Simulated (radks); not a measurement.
Isoelectronic series with 35 electrons, all held in the configuration [Ar] 3d10 4s2 4p5, which need not be the ground one along the series. Calculated with a radial shooting solver on a logarithmic mesh with Libxc functionals: scalar-relativistic Kohn-Sham, LDA (Slater exchange, Perdew-Wang correlation), spin-polarised, spherical densities, point nucleus; open shells are filled with parallel spins first (spin-orbit coupling, left out, can overturn this in heavy ions). Total energies (hartree) and mean radii <r> (bohr):

ion    E (hartree)  4p down   4p up  4s down   4s up
Br     -2603.12151    2.116   2.092    1.671   1.669
Sr3+   -3173.59585    1.493   1.488    1.324   1.323
Nb6+   -3806.86128    1.199   1.197    1.105   1.104
Ru9+   -4503.45529    1.012   1.011   0.9520  0.9516
Ag12+  -5264.15226   0.8806  0.8799   0.8383  0.8380
Sn15+  -6089.88349   0.7809  0.7805   0.7495  0.7493
I18+   -6981.71681   0.7024  0.7020   0.6779  0.6778
Ba21+   -7940.8538   0.6386  0.6383   0.6187  0.6186
Pr24+   -8968.6350   0.5856  0.5854   0.5689  0.5688
